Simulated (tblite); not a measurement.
Start geometry of `O=C[Si@@H](C)O` from a force field or distance geometry (Å):
```
atom  x, y, z in Å
C1    -1.0615    0.5784   -0.9092
Si2   -0.0019    0.2180    0.5589
O3    -0.7224   -0.8934    1.5916
C4     1.7055   -0.3617   -0.0093
O5     1.8629   -1.5654   -0.2043
H6    -2.0538    0.9562   -0.5974
H7    -1.2294   -0.3160   -1.5129
H8    -0.6010    1.3427   -1.5445
H9     0.1619    1.4722    1.3369
H10   -0.5415   -1.8212    1.3837
H11    2.4866    0.3928   -0.1196
```

What comes out of this run: tblite, GFN2-xTB geometry optimisation, gas phase?

```
atom  x, y, z in Å
C1    -1.0925    0.6860   -0.9571
Si2   -0.0715    0.2037    0.5640
O3    -0.7919   -1.0232    1.3421
C4     1.6544   -0.4372    0.0125
O5     2.0454   -1.5322    0.3441
H6    -2.0980    0.9706   -0.6636
H7    -1.1777   -0.1361   -1.6631
H8    -0.6513    1.5288   -1.4801
H9     0.1508    1.3259    1.4787
H10   -0.2760   -1.7832    1.6091
H11    2.3137    0.1994   -0.6125
```

The energy falls by 0.235 eV over 71 L-BFGS steps, the largest force on an atom goes from 2.29 to 0.009 eV/Å, and the atoms move by 0.306 Å rms after alignment. The bond that changes most is Si2–O3 (oxygen-bound silicon to silanol oxygen), which shortens by 0.058 Å. Bonds longer at the end by more than 0.005 Å: 3 of 10; shorter: 7. Among the angles that change most is O5–C4–H11, from 124.7° to 118.8°. Among the dihedrals that turn most is H9–Si2–O3–H10, from -154° to -103°. Rotational constants go from 5269, 3051, 2354 to 5938, 2894, 2234 MHz. The orientation of the end geometry is arbitrary; only internal coordinates are fixed.

Its GFN2-xTB frequencies are all real (lowest 71 cm⁻¹). One conformer, not necessarily the lowest.

All values are computed, not measured.
